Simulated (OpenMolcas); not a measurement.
Zr²⁺.

- Program: OpenMolcas
- Method: CASSCF
- Basis: ANO-RCC-VTZP [7s6p4d2f1g]
- Scalar Hamiltonian: DKH2, point nucleus
- Active space: 2 electrons in 5 orbitals (4d)
- State averaging: 2S+1 = 3 even, 10 roots; 2S+1 = 1 even, 15 roots
- Spin-orbit coupling: state interaction with AMFI integrals over the reference wave functions, term energies averaged over their components

Levels without dynamic correlation, in cm⁻¹ above 4d² ³F₂:

```
  Level      E
4d² ¹D₂   9186
4d² ³P₀  10262
4d² ¹G₄  13870
4d² ¹S₀  33074
```

On this reference, SS-CASPT2, IPEA 0.25 Eh, imaginary shift 0.1 Eh (closed shells correlated: 4s 4p) puts 4d² ¹D₂ at 5470 cm⁻¹.

Question: Estimate the other levels at that method by one scale factor, and say how well it serves.

Answer: The factor is 5470 / 9186 = 0.595. Scaled values beside those that SS-CASPT2 gives and measured ones (Moore, Atomic Energy Levels, vol. II, NSRDS-NBS 35 (1971 reprint of NBS Circular 467, 1952); NIST levels as listed in Rynkun, Gaigalas and Jonsson, Astron. Astrophys. 637, A10 (2020)):
```json
{"Level": "4d² ³P₀", "Scaled": "6106", "SS-CASPT2": "8550", "Miss (%)": "-28.6", "Measured": "8062"}
{"Level": "4d² ¹G₄", "Scaled": "8253", "SS-CASPT2": "11670", "Miss (%)": "-29.3", "Measured": "11049"}
{"Level": "4d² ¹S₀", "Scaled": "19679", "SS-CASPT2": "24070", "Miss (%)": "-18.2", "Measured": "23979"}
```
For these levels the scaled values miss SS-CASPT2 by up to 29.3 %, as correlation changes each term by its own factor, spin-orbit parts do not scale and CASPT2 has its own spread within terms. This holds within one configuration; levels of others move differently, and the target method has errors of its own against measurement.

CASPT2 does not keep the components of a term degenerate, so their means are used; among the terms shown or strongly mixed into the levels shown the widest spread is 480 cm-1 (4d² ³F, SS-CASPT2). Levels of configurations with an s electron are missing; early in the row they begin among the upper levels of the d shell and mix with terms of their name. Without dynamic correlation excited terms often stand tens of per cent too high (terms of higher spin than the ground term too low), and those without a measured partner can miss by more than the paired ones (holds for CASSCF). Measured partners are found by configuration, term and J. A level has none where our copy of the source lacks it or the pairing is in doubt (some pairs that miss far off the trend of their configuration count as doubtful), and it then counts in no deviation. Only configurations of the active space appear.
